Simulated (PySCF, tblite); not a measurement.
Isomers of C5H11O2 (doublet state). Computed with GFN2-xTB (tblite): harmonic, unscaled wavenumbers at the GFN2-xTB geometry, gas phase. Errors from tens to a few hundred cm⁻¹ against measured bands are possible. One conformer each. Open shells enter through the occupations alone, without spin polarisation, and single modes of such species can be off by tens of per cent.

Electronic energies: B3LYP/pcH-1 single points on the GFN2-xTB geometries (PySCF, gas phase).

```tsv
SMILES	electronic energy, lowest = 0 (kcal/mol)
CO[CH]OC(C)C	1.1
CCO[CH]OCC	0.0
COCC[CH]CO	5.5
[CH2]COCOCC	6.5
COC[CH]CCO	4.4
```

How do GFN2-xTB zero-point energies change the relative energies?

```tsv
SMILES	ZPE (kcal/mol)	of it from modes above 1550 cm⁻¹	electronic (kcal/mol)	with ZPE, lowest = 0 (kcal/mol)	lowest mode (cm⁻¹)	rings
CCO[CH]OCC	95.4	46.9	0.0	0.0	43	0
CO[CH]OC(C)C	95.1	47.2	1.1	0.8	50	0
COC[CH]CCO	95.2	47.0	4.4	4.2	62	0
COCC[CH]CO	95.4	47.1	5.5	5.5	62	0
[CH2]COCOCC	93.8	46.4	6.5	4.9	42	0
```

The zero-point energies span 1.6 kcal/mol, from `[CH2]COCOCC` to `COCC[CH]CO`. The lowest isomer stays, but the order above it changes.

And how do the electronic energies of GFN2-xTB itself compare?

`CCO[CH]OCC` 2.2; `CO[CH]OC(C)C` 0.0; `COC[CH]CCO` 12.7; `COCC[CH]CO` 13.0; `[CH2]COCOCC` 13.6 kcal/mol, lowest = 0. Against the energies above, taken from the same isomer `CCO[CH]OCC`, the largest difference is 6.1 kcal/mol.

What do entropy and thermal enthalpy add at 298.15 K and 1 bar (rigid rotor, harmonic oscillator, one conformer each)?

```csv
SMILES,point group,symmetry number,S (cal/(mol K)),H − H(0) (kcal/mol),ZPE + H − H(0) − TS (kcal/mol)
CCO[CH]OCC,C1,1,99.3,6.69,72.5
CO[CH]OC(C)C,C1,1,96.9,6.60,72.8
COC[CH]CCO,C1,1,94.5,6.32,73.3
COCC[CH]CO,C1,1,92.7,6.19,74.0
[CH2]COCOCC,C1,1,97.8,6.64,71.3
```

S holds R ln(2S + 1) for the spin.
